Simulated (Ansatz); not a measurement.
One change: `[CH3][GeH]([CH3])[C]#N` becomes `[CH3][GeH]([CH3])[Cl]`.

Ansatz, PBE0-D4/def2-TZVP geometries, multiplicity 1. 

Scalar relativity is left out up to krypton.

```tsv
property	`[CH3][GeH]([CH3])[C]#N`
LUMO energy (PBE/def2-TZVPP) / eV	-0.88
LUMO energy (ωB97M-V/def2-TZVPP) / eV	1.84
HOMO–LUMO gap (B3LYP/def2-TZVPP) / eV	8.61
size of the dipole moment (B3LYP/def2-TZVPP) / D	4.55
HOMO energy (PBE/def2-TZVPP) / eV	-7.76
HOMO–LUMO gap (PBE/def2-TZVPP) / eV	6.88
```

(1) What does the change do to each property? (Estimate.)

Results:

(1) Ansatz gave: 
| property | `[CH3][GeH]([CH3])[Cl]` | shift |
| --- | --- | --- |
| LUMO energy (PBE/def2-TZVPP) / eV | -0.38 | 0.50 |
| LUMO energy (ωB97M-V/def2-TZVPP) / eV | 2.40 | 0.56 |
| HOMO–LUMO gap (B3LYP/def2-TZVPP) / eV | 8.32 | -0.29 |
| size of the dipole moment (B3LYP/def2-TZVPP) / D | 2.66 | -1.89 |
| HOMO energy (PBE/def2-TZVPP) / eV | -6.94 | 0.82 |
| HOMO–LUMO gap (PBE/def2-TZVPP) / eV | 6.55 | -0.33 |

With PBE0 the HOMO rises by 0.76 eV and the LUMO rises by 0.49 eV, so the gap narrows by about 0.27 eV. PBE moves the HOMO by 0.82 eV and ωB97M-V by 0.74 eV. The zero-point energy changes by -18.6 kJ/mol with -3 modes. Dipoles are sizes alone; their direction can turn.

B3LYP here is the variant with VWN-RPA as its local correlation; programs differ in this.
